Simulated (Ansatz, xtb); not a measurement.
**Relative energy of two isomers of GeH5NaSi**

Structure X is `[Na][GeH2][SiH3]`, a singlet and structure Y is `[Na][SiH2][GeH3]`, a singlet. Both are isolated molecules in the gas phase, relaxed with PBE0-D3(BJ)/pcseg-1.

Q: Estimate which is lower in electronic energy at CCSD(T)/def2-TZVP, and by roughly how much.

A: The CCSD(T)/def2-TZVP calculation puts structure X lower, by 28.7 kJ/mol.

Level by level:

```
              level             geometry  E(Y) − E(X) (kJ/mol)  departure from the last row (kJ/mol)  job, with rough time for the two
PBE0-D3(BJ)/pcseg-1  PBE0-D3(BJ)/pcseg-1                   +27.5                                  −1.2             optimisation, 3.2 min
       HF/def2-TZVP  PBE0-D3(BJ)/pcseg-1                   +34.1                                  +5.4           part of the CCSD(T) run
      MP2/def2-TZVP  PBE0-D3(BJ)/pcseg-1                   +32.3                                  +3.6           part of the CCSD(T) run
  CCSD(T)/def2-TZVP  PBE0-D3(BJ)/pcseg-1                   +28.7                                                   single point, 2.3 min
```

As drawn, Y has 1 Na–Si, 1 Ge–H in place of 1 Ge–Na, 1 Si–H.

The levels shown agree on the order. The largest departure from CCSD(T)/def2-TZVP is that of HF/def2-TZVP, 5.4 kJ/mol. Levels run at GFN2-xTB geometries aren't shown.

With harmonic frequencies from PBE0-D3(BJ)/pcseg-1 (ideal gas, rigid rotor, one conformer each, 600 K, 1 atm): the zero-point term adds −0.8 kJ/mol; ΔH is +27.9 and ΔG +28.1 kJ/mol.

The correlated steps freeze 15 core orbitals; the filled d shell of Ge is correlated; the last core shell of Na is correlated, in a basis made for valence electrons. Codes used: Ansatz 0.2.0; the last row on 1 thread of Intel(R) Xeon(R) Processor @ 2.50GHz (Skylake/Cascade Lake) on a shared host.
